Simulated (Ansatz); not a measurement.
This geometry of ClH + ClHZn (5 atoms, charge 0, multiplicity 1) is a first-order saddle point.

The calculation used RHF/def2-SVP (Ansatz).

```xyz
5
Properties=species:S:1:pos:R:3
Zn 0.229 -0.583 -0.173
H 0.450 0.321 1.271
Cl 0.552 -2.321 -1.379
H -0.197 1.041 0.730
Cl -1.034 1.543 -0.449
```

Which two structures does it join? (They come from a converged band through this point; their orientation in space is the band's.)

Bonds broken: Zn1–H2, H4–Cl5. Bonds formed: Zn1–Cl5, H2–H4. ClH + ClHZn becomes Cl2Zn + H2.

First end point:

```xyz
5
Properties=species:S:1:pos:R:3
Zn 0.565 -1.035 0.211
H 0.872 -0.453 1.632
Cl 0.322 -2.125 -1.631
H -0.803 2.122 0.442
Cl -0.956 1.491 -0.654
```

Last end point:

```xyz
5
Properties=species:S:1:pos:R:3
Zn -0.252 -0.474 -1.143
H 0.579 0.445 1.928
Cl 0.676 -2.391 -1.074
H 0.192 0.987 1.589
Cl -1.195 1.433 -1.301
```

How far does it lie above each of them?

21.7 kcal/mol above the first and 44.4 kcal/mol above the second. This is the barrier of this one path; another mechanism may lie lower. The orbitals stay closed-shell, which can raise the energy where a bond breaks towards radicals; this wasn't checked here.

Run time: 65 s on 1 thread of Arm Neoverse V1, with other jobs on the host, peak memory 0.17 GiB.
